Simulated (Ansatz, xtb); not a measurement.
Relaxing a trial structure of ClGe2H3Si

The starting geometry of this gas-phase singlet was built from a drawn formula by distance geometry; its bonds are those of `Cl[SiH]1[GeH]=[GeH]1`.

```yaml
atoms:
  - { symbol: Cl, position_ang: [-3.3078, 0.5603, 0.2524] }
  - { symbol: Ge, position_ang: [-0.0842, 0.4162, 2.6978] }
  - { symbol: Ge, position_ang: [0.2364, 0.6822, 0.5305] }
  - { symbol: Si, position_ang: [-1.5693, -0.4190, 1.0224] }
  - { symbol: H, position_ang: [-1.7430, -1.8586, 1.2962] }
  - { symbol: H, position_ang: [0.9147, 0.2800, 3.5950] }
  - { symbol: H, position_ang: [1.1250, 1.1862, -0.5796] }
```

Problem. Predict what becomes of its bonds when it is optimised with r2SCAN-D4/def2-SVP.

Solution. It keeps its bonds, and is `Cl[SiH]1[GeH]=[GeH]1`. Distances that change by over a tenth: Ge2–H6 (1.35 → 1.54 Å).

The energy falls by 1.17 eV over 9 steps:

```tsv
step	E − E(last) (eV)
1	1.174
2	0.352
3	0.124
4	0.038
5	0.009
6	0.003
7	0.002
8	0.000
9	0.000
```

Final geometry (Å):

```yaml
atoms:
  - { symbol: Cl, position_ang: [-3.4044, 0.5037, 0.8541] }
  - { symbol: Ge, position_ang: [0.0987, 0.2930, 2.5397] }
  - { symbol: Ge, position_ang: [0.4536, 0.5580, 0.3474] }
  - { symbol: Si, position_ang: [-1.5456, -0.4381, 1.0439] }
  - { symbol: H, position_ang: [-1.8730, -1.8770, 0.8182] }
  - { symbol: H, position_ang: [0.5364, 0.6171, 3.9802] }
  - { symbol: H, position_ang: [1.3061, 1.1906, -0.7688] }
```

From the same start GFN2-xTB ends elsewhere, differing in Ge3–Si4 (2.98 against 2.34 Å here).

The end wasn't checked by frequencies. Run with Ansatz 0.2.0, 21 s on 2 threads of Intel(R) Xeon(R) 6975P-C (Granite Rapids), with other jobs on the host.
